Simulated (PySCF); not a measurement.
9-fluorenone, C₁₃H₈O.
SMILES with atom numbers: `[O:1]=[C:2]1[c:3]2[cH:4][cH:5][cH:6][cH:7][c:8]2-[c:9]2[cH:10][cH:11][cH:12][cH:13][c:14]21`

Structure used (PBE0-D3(BJ)/def2-SVP), in Å, numbered top down from 1:
```
atom  x, y, z in Å
O1    -0.2859    3.2351    1.5973
C2    -0.2864    2.1085    1.1633
C3    -1.4735    1.2593    0.8335
C4    -2.8211    1.5594    0.9474
C5    -3.7487    0.5837    0.5676
C6    -3.3140   -0.6543    0.0897
C7    -1.9503   -0.9534   -0.0236
C8    -1.0284    0.0146    0.3527
C9     0.4506    0.0121    0.3534
C10    1.3703   -0.9577   -0.0232
C11    2.7351   -0.6626    0.0901
C12    3.1727    0.5738    0.5686
C13    2.2470    1.5511    0.9496
C14    0.8987    1.2554    0.8353
H15   -3.1338    2.5359    1.3249
H16   -4.8191    0.7873    0.6445
H17   -4.0525   -1.4051   -0.2019
H18   -1.6283   -1.9272   -0.3997
H19    1.0461   -1.9303   -0.4005
H20    3.4714   -1.4153   -0.2024
H21    4.2437    0.7754    0.6455
H22    2.5627    2.5265    1.3276
```

Definitions: NICS(0) = −σiso at the ring centroid; NICS(1) = −σiso and NICS(1)zz = −σzz at ±1 Å along the ring normal z. Level: GIAO PBE/pcSseg-1 (PySCF, non-relativistic, gas phase) on the PBE0-D3(BJ)/def2-SVP geometry, one conformer.

Ring bond lengths (Å): C2–C3 1.496, C3–C8 1.407, C8–C9 1.479, C9–C14 1.407, C14–C2 1.497; C3–C4 1.385, C4–C5 1.399, C5–C6 1.396, C6–C7 1.401, C7–C8 1.389, C8–C3 1.407; C9–C10 1.389, C10–C11 1.401, C11–C12 1.396, C12–C13 1.399, C13–C14 1.385, C14–C9 1.407.

Question: Give the NICS values of each ring in ppm.

Answer: 
| ring | type | NICS(0) | NICS(1), two faces | NICS(1)zz, two faces | rms pucker (Å) | centre to ring atoms, mean (Å) |
| --- | --- | --- | --- | --- | --- | --- |
| C2–C3–C8–C9–C14 | 5-membered carbocycle; formal bonds 2 aromatic, 3 single | 11.1 | 2.8 / 2.8 | 15.8 / 15.8 | 0.00 | 1.24 |
| C3–C4–C5–C6–C7–C8 | 6-membered carbocycle; formal bonds all aromatic | -4.4 | -7.9 / -7.9 | -17.8 / -17.8 | 0.00 | 1.40 |
| C9–C10–C11–C12–C13–C14 | 6-membered carbocycle; formal bonds all aromatic | -4.4 | -7.9 / -7.9 | -17.8 / -17.8 | 0.00 | 1.40 |

Question: What do they say, and how far can they be read as aromaticity?

Answer: 
- C2–C3–C8–C9–C14: mean NICS(1)zz 15.8 ppm, deshielded. NICS(0) lies 8 ppm above the mean NICS(1).
- C3–C4–C5–C6–C7–C8: mean NICS(1)zz -17.8 ppm, shielded.
- C9–C10–C11–C12–C13–C14: mean NICS(1)zz -17.8 ppm, shielded.

Question: And the bond-length index? Use HOMA with the parameters of Krygowski (1993).

Answer: 
- C2–C3–C8–C9–C14: HOMA -0.68 = 1 − EN − GEO, with mean bond length 1.457 Å, EN = α(Ropt − mean)² = 1.230 and GEO = α × variance = 0.447. The geometric and the magnetic index point the same way.
- C3–C4–C5–C6–C7–C8: HOMA 0.97 = 1 − EN − GEO, with mean bond length 1.396 Å, EN = α(Ropt − mean)² = 0.017 and GEO = α × variance = 0.013.
- C9–C10–C11–C12–C13–C14: HOMA 0.97 = 1 − EN − GEO, with mean bond length 1.396 Å, EN = α(Ropt − mean)² = 0.017 and GEO = α × variance = 0.014.

Question: What field does 14.1 T along the ring normal induce along that normal at the second NICS(1) probe listed for ring C9–C10–C11–C12–C13–C14, 1 Å off the ring?

Answer: NICSzz × B0 = -17.8 ppm × 14.1 T = -251 μT, against the applied field.

Question: List the ring angles.

Answer: 
- C2–C3–C8–C9–C14: C2 104.9°, C3 109.1°, C8 108.5°, C9 108.5°, C14 109.1°; sum 540.0° against 540° for a flat convex ring.
- C3–C4–C5–C6–C7–C8: C3 121.8°, C4 118.1°, C5 120.3°, C6 121.3°, C7 118.4°, C8 120.0°; sum 720.0° against 720° for a flat convex ring.
- C9–C10–C11–C12–C13–C14: C9 119.9°, C10 118.4°, C11 121.3°, C12 120.3°, C13 118.2°, C14 121.8°; sum 720.0° against 720° for a flat convex ring.

Question: How do the values depend on the level or the medium?

Answer: 
```csv
level,"NICS(0), C2–C3–C8–C9–C14","mean NICS(1)zz, C2–C3–C8–C9–C14","NICS(0), C3–C4–C5–C6–C7–C8","mean NICS(1)zz, C3–C4–C5–C6–C7–C8","NICS(0), C9–C10–C11–C12–C13–C14","mean NICS(1)zz, C9–C10–C11–C12–C13–C14"
"PBE/pcSseg-1, gas",11.1,15.8,-4.4,-17.8,-4.4,-17.8
"PBE0/pcSseg-1, gas",10.9,15.5,-5.5,-20.1,-5.5,-20.1
```

The geometry is the same throughout.
